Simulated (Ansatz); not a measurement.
Reactions of `O[SiH]1C=C1`.

Program: Ansatz. Geometries: PBE0-D4/def2-TZVP. ΔE: electronic, gas phase. CCSD(T)/CBS adds triple-zeta CCSD(T) − MP2 to the extrapolated MP2 energy (def2 sets, frozen cores). This one scheme is used for every species, atoms too. Functionals use def2-TZVPP. Open shells (•) are unrestricted, without spin–orbit coupling. Spin–orbit coupling would lower the free atoms: a little for C, O, Si. def2 core potentials past Kr. For Hf outer-core shells are correlated without core-valence functions, so the limit isn't a true one: a few kJ/mol of doubt a bond, and 10 to 20 or more in all where bonds break to atoms. Each species was taken in one conformer, which may not be the lowest.

```json
{"reaction": "`O[SiH]1C=C1` → `C1=C[SiH2]O1`", "CCSD(T)/CBS(def2) (kJ/mol)": "9"}
{"reaction": "`O[SiH]1C=C1` → `O=C1C[SiH2]1`", "CCSD(T)/CBS(def2) (kJ/mol)": "?"}
{"reaction": "`O[SiH]1C=C1` + `C[SiH]1CCO1` → `C[SiH]1C=C1` + `O[SiH]1CCO1`", "CCSD(T)/CBS(def2) (kJ/mol)": "-12"}
{"reaction": "`O[SiH]1C=C1` → 2 C• + 4 H• + O• + Si•", "CCSD(T)/CBS(def2) (kJ/mol)": "3172"}
{"reaction": "`O[SiH]1C=C1` + H–F → `F[SiH]1C=C1` + H₂O", "CCSD(T)/CBS(def2) (kJ/mol)": "-37"}
{"reaction": "`O[SiH]1C=C1` → `C=C1O[SiH2]1`", "CCSD(T)/CBS(def2) (kJ/mol)": "?"}
{"reaction": "`O[SiH]1C=C1` + `O[SiH2]O` → `O[SiH2]O[SiH]1C=C1` + H₂O", "CCSD(T)/CBS(def2) (kJ/mol)": "-15"}
{"reaction": "`O[SiH]1C=C1` → `C#C[SiH2]O`", "CCSD(T)/CBS(def2) (kJ/mol)": "-25"}
{"reaction": "`O[SiH]1C=C1` + `CC[N](CC)[Hf]([Cl])([Cl])[N](C)C` → `Cl[SiH]1C=C1` + `CC[N](CC)[Hf]([OH])([Cl])[N](C)C`", "CCSD(T)/CBS(def2) (kJ/mol)": "?"}
{"reaction": "`O[SiH]1C=C1` + H₂S → `S[SiH]1C=C1` + H₂O", "CCSD(T)/CBS(def2) (kJ/mol)": "37"}
```

Problem. Fill in the missing values. (Best estimate.)

Solution. Computed: `O[SiH]1C=C1` → `O=C1C[SiH2]1`: +171.4 kJ/mol; `O[SiH]1C=C1` → `C=C1O[SiH2]1`: +94.1 kJ/mol; `O[SiH]1C=C1` + `CC[N](CC)[Hf]([Cl])([Cl])[N](C)C` → `Cl[SiH]1C=C1` + `CC[N](CC)[Hf]([OH])([Cl])[N](C)C`: +47.9 kJ/mol.

Largest T1 diagnostic: 0.017, for `O=C1C[SiH2]1`.
